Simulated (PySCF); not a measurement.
ISn (SMILES [Sn+][I]), charge +1, singlet, geometry from GFN2-xTB (such geometries of metal compounds can be far from the true shape) (all electrons, no relativity); M06/3-21G run with PySCF.

Input for PySCF:
```python
from pyscf import gto, scf, dft

mol = gto.Mole()
mol.atom = '''
    Sn   -0.000000   -0.000000   -1.376749
    I     0.000000    0.000000    1.298820
'''
mol.basis = '3-21g'
mol.charge = 1
mol.spin = 0
mol.verbose = 4
mol.build()

mf = dft.RKS(mol)
mf.xc = 'm06'
mf.grids.level = 5
mf.kernel()
```

The log (banner, timings and long lists left out):

```
PySCF version 2.14.0

[INPUT] verbose = 4
[INPUT] num. atoms = 2
[INPUT] num. electrons = 102
[INPUT] charge = 1
[INPUT] spin (= nelec alpha-beta = 2S) = 0
[INPUT] symmetry False subgroup None
[INPUT] Mole.unit = angstrom
[INPUT] Symbol           X                Y                Z      unit          X                Y                Z       unit  Magmom
[INPUT]  1 Sn     0.000000000000   0.000000000000  -1.376749000000 AA    0.000000000000   0.000000000000  -2.601678552269 Bohr   0.0
[INPUT]  2 I      0.000000000000   0.000000000000   1.298820000000 AA    0.000000000000   0.000000000000   2.454414085108 Bohr   0.0

nuclear repulsion = 524.120143766803
number of shells = 26
number of NR pGTOs = 162
number of NR cGTOs = 62
basis = 3-21g
ecp = {}

******** <class 'pyscf.dft.rks.RKS'> ********
method = RKS
initial guess = minao
damping factor = 0
level_shift factor = 0
DIIS = <class 'pyscf.scf.diis.CDIIS'>
diis_start_cycle = 1
diis_space = 8
diis_damp = 0
SCF conv_tol = 1e-09
SCF conv_tol_grad = None
SCF max_cycles = 50
direct_scf = True
direct_scf_tol = 1e-13
XC library pyscf.dft.libxc version 7.1.2
    S. Lehtola, C. Steigemann, M. J. T. Oliveira, and M. A. L. Marques,  SoftwareX 7, 1–5 (2018)
XC functionals = m06
    Y. Zhao and D. G. Truhlar,  Theor. Chem. Acc. 120, 215 (2008)
    Y. Zhao and D. G. Truhlar,  Theor. Chem. Acc. 120, 215 (2008)
radial grids:
    Treutler-Ahlrichs [JCP 102, 346 (1995); DOI:10.1063/1.469408] (M4) radial grids

becke partition: Becke, JCP 88, 2547 (1988); DOI:10.1063/1.454033
pruning grids: <function nwchem_prune>
grids dens level: 5
symmetrized grids: False
atomic radii adjust function: <function treutler_atomic_radii_adjust>
small_rho_cutoff = 0
Set gradient conv threshold to 3.16228e-05
Initial guess from minao.
tot grids = 93824
init E= -12858.1375185996
  HOMO = -0.32922285110883  LUMO = -0.1601851956247  gap/eV = 4.59975
cycle= 1 E= -12888.1607087391  delta_E=  -30  |g|= 0.291  |ddm|= 1.75
  HOMO = -0.459993141689316  LUMO = -0.35954075120462  gap/eV = 2.73345
cycle= 2 E= -12887.0930155052  delta_E= 1.07  |g|= 1.55  |ddm|= 2.98
  HOMO = -0.484387718605089  LUMO = -0.347816340006323  gap/eV = 3.71630
cycle= 3 E= -12888.2163474978  delta_E= -1.12  |g|= 0.0973  |ddm|= 2.19
  HOMO = -0.485675505997152  LUMO = -0.332627980717089  gap/eV = 4.16464
cycle= 4 E= -12888.2211633967  delta_E= -0.00482  |g|= 0.0157  |ddm|= 0.181
  HOMO = -0.487952602048181  LUMO = -0.332344188446234  gap/eV = 4.23432
cycle= 5 E= -12888.2213026933  delta_E= -0.000139  |g|= 0.00232  |ddm|= 0.0427
  HOMO = -0.487448766396657  LUMO = -0.332190185895349  gap/eV = 4.22480
cycle= 6 E= -12888.2213056268  delta_E= -2.93e-06  |g|= 0.000267  |ddm|= 0.0068
  HOMO = -0.48743667444989  LUMO = -0.332244882188559  gap/eV = 4.22298
cycle= 7 E= -12888.2213056706  delta_E= -4.38e-08  |g|= 3.73e-05  |ddm|= 0.000732
  HOMO = -0.487435747207711  LUMO = -0.332235336457248  gap/eV = 4.22322
cycle= 8 E= -12888.2213056714  delta_E= -8.29e-10  |g|= 1.4e-06  |ddm|= 0.000103
  HOMO = -0.487436154208189  LUMO = -0.332235791080494  gap/eV = 4.22322
Extra cycle  E= -12888.2213056714  delta_E= 2.55e-11  |g|= 6.39e-07  |ddm|= 6.6e-06
converged SCF energy = -12888.2213056714
```
